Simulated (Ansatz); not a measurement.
Consider the cleavage of the Si–Si bond: `O[SiH2][SiH2][SiH2]F` + `[SiH3][SeH]` → `O[SiH2][Se][SiH3]` + `F[SiH2][SiH3]`.

Computed with Ansatz on PBE0-D4/def2-TZVP structures; ΔE is electronic, products minus reactants. CCSD(T)/CBS adds triple-zeta CCSD(T) − MP2 to the extrapolated MP2 energy (def2 sets, frozen cores). For Se outer-core shells are correlated without core-valence functions, which leaves a few kJ/mol of doubt a bond. Scalar relativity is left out up to krypton. Each species was taken in one conformer, which may not be the lowest.

`O[SiH2][SiH2][SiH2]F`:

Z-matrix (Å, degrees):
```
Si
Si 1 2.340
O 1 1.656 2 104.5
H 1 1.492 2 110.2 3 -119.4
H 1 1.491 2 112.9 3 121.0
Si 2 2.341 1 106.2 3 37.9
H 2 1.490 1 109.6 3 157.4
H 2 1.489 1 111.2 3 -82.3
H 3 0.958 1 118.0 2 179.0
F 6 1.608 2 110.7 1 171.3
H 6 1.486 2 110.5 1 52.5
H 6 1.484 2 111.1 1 -69.2
```

`[SiH3][SeH]`:

Cartesian coordinates in Å:
```
Si -0.338 -0.123 -0.449
Se 0.901 -0.550 1.415
H -1.473 0.786 -0.152
H -0.850 -1.447 -0.878
H 0.491 0.473 -1.526
H 1.268 0.862 1.590
```

`O[SiH2][Se][SiH3]`:

Z-matrix (Å, degrees):
```
Si
Se 1 2.280
O 1 1.640 2 112.7
H 1 1.488 2 106.8 3 -122.9
H 1 1.477 2 108.8 3 116.7
Si 2 2.278 1 93.9 3 100.1
H 3 0.959 1 117.7 2 -48.4
H 6 1.486 2 110.6 1 -51.1
H 6 1.483 2 111.3 1 70.0
H 6 1.483 2 106.5 1 -170.1
```

`F[SiH2][SiH3]`:

Cartesian coordinates in Å:
```
F -0.920 0.167 2.066
Si 0.103 -0.515 1.032
Si -0.086 0.510 -1.066
H 1.474 -0.361 1.586
H -0.227 -1.962 0.957
H -1.461 0.349 -1.608
H 0.878 -0.145 -1.992
H 0.238 1.958 -0.975
```

```tsv
species	HF/CBS(def2) energy (Eh)
`O[SiH2][SiH2][SiH2]F`	-1045.43474
`[SiH3][SeH]`	-2691.20125
`O[SiH2][Se][SiH3]`	-3056.30356
`F[SiH2][SiH3]`	-680.36248
```

**Question.** Work out ΔE.

**Answer.** ΔE = (-3056.30356) + (-680.36248) − (-1045.43474) − (-2691.20125) = -0.03005 Eh = -0.82 eV. CCSD(T)/CBS gives -0.79 eV.

Largest T1 diagnostic among the species: 0.013.

From PBE to PBE0 (25 % exact exchange), in def2-TZVPP and without D4, ΔE moves by −0.04 eV.
